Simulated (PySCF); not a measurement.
**Zn(21+): fine-structure interval**

Zn(21+) [He] 2s2 2p5 [2p1/2^2 2p3/2^3, M_J = 3/2] → Zn(21+) [He] 2s2 2p5 [2p1/2^1 2p3/2^4, M_J = 1/2], as a difference of total energies. All numbers are calculated (PySCF 2.14, the two-component X2C-1e Hamiltonian, in an uncontracted even-tempered set (18 s from 5.6 bohr⁻², ratio 2.4; 12 p from 7.3 bohr⁻², ratio 2.4; 5 d from 31 bohr⁻², ratio 2.6; 5 f from 46 bohr⁻², ratio 2.6)). Correlated levels: nothing frozen; the 36 highest virtual spinors dropped. "Screened" scales the spin-orbit matrix elements by Boettger's factors to mimic the two-electron term; Breit and QED terms are absent.

| method | fine-structure interval (cm⁻¹) |
| --- | --- |
| GHF (screened spin-orbit) | 201960 |
| GMP2 (screened spin-orbit) | 202750 |
| GHF (bare spin-orbit) | 216660 |
